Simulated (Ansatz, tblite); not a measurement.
Removing an electron: the cluster Pd₃H₄⁻. The state is a doublet with charge -1. Geometry: PBE-D4/def2-TZVPD. Ansatz, gas phase; energy differences of separate SCF runs; the oxidised species is a singlet (the triplet lies 0.20 eV higher at PBE0-D4/def2-TZVPD).

```xyz
7

Pd    0.0179    0.0275    1.1706
Pd   -0.2808    1.2673   -1.2737
Pd    1.3423   -0.8934   -1.0459
H     0.0343   -0.2264   -1.9561
H    -0.7533    0.4382    2.5127
H     0.6986   -1.4830    0.3709
H    -1.0591    0.8698    0.2216
```

In the def2 sets Pd takes a core potential; there is no spin–orbit coupling. The xTB rows come from tblite. Another isomer (doublet) lies 0.13 eV lower at PBE0-D4/def2-TZVPD.

| level | −HOMO (eV) | vertical IE (eV) | −LUMO (eV) | HOMO–LUMO gap (eV) | remarks |
| --- | --- | --- | --- | --- | --- |
| GFN1-xTB | – | 7.11 | – | – | – |
| GFN2-xTB | – | 6.90 | – | – | – |
| PBE-D4/def2-TZVPD | -0.07 | 2.26 | -0.48 | 0.40 | HOMO above zero (-1 doublet), restricted singlet, untested (singlet) |
| r2SCAN-D4/def2-TZVPD | 0.01 | 2.18 | -0.68 | 0.69 | restricted singlet, untested (singlet) |
| PBE0-D4/def2-TZVPD | 0.63 | 2.24 | -1.38 | 2.00 | restricted singlet, untested (singlet) |

  A HOMO above zero means that the electron is unbound at that level or that self-interaction error raises the level; the energy of removing that electron tells which. HOMO and LUMO are the levels of the spin that leaves or enters (xTB has no such levels and no spin-polarisation term). Other spin states of the ions may lie lower, which would lower the ionisation energy or raise the affinity. Raw xTB energy differences between charge states are shifted by several eV; the methods need an empirical correction for them.
